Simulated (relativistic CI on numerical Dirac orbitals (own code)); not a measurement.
Energy levels of Cl10+

Calculated at this level of theory: Dirac-Coulomb-Breit CI, KLI orbitals optimised for each configuration, model QED (radiative potential, 1s self-energy scaled to tabulated hydrogen-like ionisation energies), valence Slater integrals scaled by 0.9, P86 correlation estimate, and configurations built on the next ion tied to the tabulated ionisation energy (semi-empirical) (own radial code, finite nucleus).

Configurations in the expansion (outside the closed core 1s2): 2s2.2p3, 2s2.2p2.3s, 2s2.2p2.3p, 2s2.2p2.3d, 2s2.2p2.4s, 2s.2p4, 2p5, 2p4.3s, 2p4.3p, 2p4.3d, 2s.2p3.3s, 2s.2p3.3p, 2s.2p3.3d, 2s2.2p2.4p, 2s2.2p2.4d, 2s2.2p2.4f, 2s2.2p.3s2, 2s.2p3.4s, 2s2.2p.3s.3p, 2s.2p3.4p, 2s.2p3.4d, 2s2.2p.3p2, 2s.2p3.4f, 2s2.2p.3s.3d. Levels of other configurations are missing.

The lowest level is 2s2.2p3 4S°_3/2, with 99 % of that term; Hund's rules for 2s2.2p3 give 4S° with J = 3/2, in agreement.

```
No.  Configuration  Term    J  E (cm⁻¹)    %  Next component (%)  Landé g
  1        2s2.2p3   4S°  3/2         0   99               1 2P°    1.996
  2        2s2.2p3   2D°  3/2     83548   94               6 2P°    0.831
  3        2s2.2p3   2D°  5/2     85776  100                        1.199
  4        2s2.2p3   2P°  1/2    128959   98           2 2p5 2P°    0.664
  5        2s2.2p3   2P°  3/2    132310   92               6 2D°    1.305
  6    2s.2p4(3P)‡    4P  5/2    420098  100                        1.599
  7    2s.2p4(3P)‡    4P  3/2    429345  100                        1.733
  8    2s.2p4(3P)‡    4P  1/2    433945  100                        2.666
  9    2s.2p4(1D)‡    2D  3/2    568268   99                        0.800
 10    2s.2p4(1D)‡    2D  5/2    568603  100                        1.200
 11    2s.2p4(1S)‡    2S  1/2    654169   96                4 2P    1.948
 12    2s.2p4(3P)‡    2P  3/2    685148   99                        1.331
 13    2s.2p4(3P)‡    2P  1/2    697009   96                4 2S    0.720
 14           2p5‡   2P°  3/2   1091970   98       2 2s2.2p3 2P°    1.333
 15           2p5‡   2P°  1/2   1106883   98       2 2s2.2p3 2P°    0.664
 16     2p2(3P).3s    4P  1/2   2456898   96                1 2P    2.633
 17     2p2(3P).3s    4P  3/2   2463303   97                1 2P    1.728
 18     2p2(3P).3s    4P  5/2   2471472   96                2 2D    1.594
 19     2p2(3P).3s    2P  1/2   2484677   96                2 4P    0.704
 20     2p2(3P).3s    2P  3/2   2494457   94                3 2D    1.318
 21     2p2(1D).3s    2D  5/2   2534583   97                2 4P    1.205
 22     2p2(1D).3s    2D  3/2   2535137   95                3 2P    0.818
 23     2p2(3P).3p   2S°  1/2   2567952   81               7 4D°    1.860
 24     2p2(3P).3p   4D°  1/2   2574880   88               9 2S°    0.184
 25     2p2(3P).3p   4D°  3/2   2577822   91               6 4P°    1.232
 26     2p2(3P).3p   4D°  5/2   2583822   92               5 4P°    1.382
 27     2p2(3P).3p   4P°  1/2   2589584   91               5 2S°    2.594
 28     2p2(3P).3p   4P°  3/2   2590136   83               6 4D°    1.655
 29     2p2(3P).3p   4D°  7/2   2591296   96               1 2F°    1.424
 30     2p2(3P).3p   4P°  5/2   2595050   81              12 2D°    1.537
```

Energies count from the lowest computed level; ° marks odd parity. Percentages are summed over parent terms; the parents shown are those of the largest component, closed shells are left out there. ‡ marks configurations that were not tied to measured data.

The mean weight of the leading LS term, summed over parents, in these 30 levels is 95 %, and that of the leading jj configuration (from the same eigenvectors) 63 %, so LS coupling describes them better.

Configurations that consist of the next ion and one excited electron were tied to the tabulated ionisation energy; Rydberg ones are usually within 1,000 to 3,000 cm⁻¹ and the lowest ones within about 6,000 (9,000 in d shells), while levels on excited terms of the next ion carry the error of that term, and the other configurations can be misplaced by 10,000 cm⁻¹ or more. Rates follow the energies as ν³ (E1, M1) or ν⁵ (E2), so rates, branching and lifetimes can be off by large factors.
